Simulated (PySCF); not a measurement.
## Telling isomers of C7H12BP apart by NMR

PySCF 2.14.0 with density-fitted response routines calculation with GIAO PBE0/pcSseg-1 shieldings and PBE0-D3(BJ)/def2-SVP structure; a single conformation, averaged over atoms made equivalent by symmetry, fast rotation or ring inversion, non-relativistic, no solvent model.

References, each an isolated molecule treated in the same way: $^{1}$H (σ = 31.27 ppm), $^{13}$C (σ = 184.41 ppm) against TMS. Splittings of carbon signals by F and P are missing where no couplings were computed. Where no couplings were computed, multiplicities follow the n + 1 count of equivalent neighbours, and m marks all less simple cases (inequivalent or close neighbours, rings, F or P nearby). Couplings to H on boron are left out. Carbons bonded to boron are broad in practice. Shifts are as computed. Against solution values, carbons near 30 ppm lie about +2 ppm off and those near 130 ppm about +5 ppm. Of 1313 compounds with measured shifts, 239 miss one by over three times the rms of a fit or turn the order of signals round; such compounds aren't used in these exercises.

(1) Tabulate the signals of `[BH3-][P@H+]1C=C[C@@H](C=C)C=C1`, `[BH3-][P@+]1(C=C)C=CC=C1C` and their relative energies.

(2) What is the quickest way to tell [BH3-][P@H+]1C=C[C@@H](C=C)C=C1 from [BH3-][P@+]1(C=C)C=CC=C1C?

## Answers

(1) 
```json
{"SMILES": "[BH3-][P@H+]1C=C[C@@H](C=C)C=C1", "carbon types": "6×CH 1×CH2", "δC": "151.2, 146.4, 125.8, 123.3, 49.5", "δH": "6.52 (m, 2H), 6.08 (m, 2H), 5.76 (m, 1H), 5.55 (m, 1H), 5.50 (m, 1H), 5.40 (m, 1H), 3.39 (m, 1H), 1.08 (br, 3H)", "E rel. (kcal/mol)": "9.0"}
{"SMILES": "[BH3-][P@+]1(C=C)C=CC=C1C", "carbon types": "1×C 4×CH 1×CH2 1×CH3", "δC": "156.9, 151.0, 149.4, 142.2, 137.3, 134.1, 16.7", "δH": "7.09 (m, 1H), 7.01 (m, 1H), 6.71 (m, 1H), 6.65 (m, 1H), 6.45 (m, 1H), 5.72 (m, 1H), 2.12 (m, 3H), 1.00 (br, 3H)", "E rel. (kcal/mol)": "0.0"}
```

Energies are electronic energies at PBE0/pcSseg-1 on these geometries, without zero-point or thermal terms, each for the one conformer computed, which needn't be the lowest.

(2) Count the carbon signals: 5 against 7. The first has an allylic sp3 CH at 49.5 ppm, the second a fully substituted alkene carbon (C) at 156.9 ppm. Their most deshielded carbons lie at 151.2 and 156.9 ppm. In the proton spectra the most deshielded non-exchanging signals are 6.52 (m, 2H) and 7.09 (m, 1H).
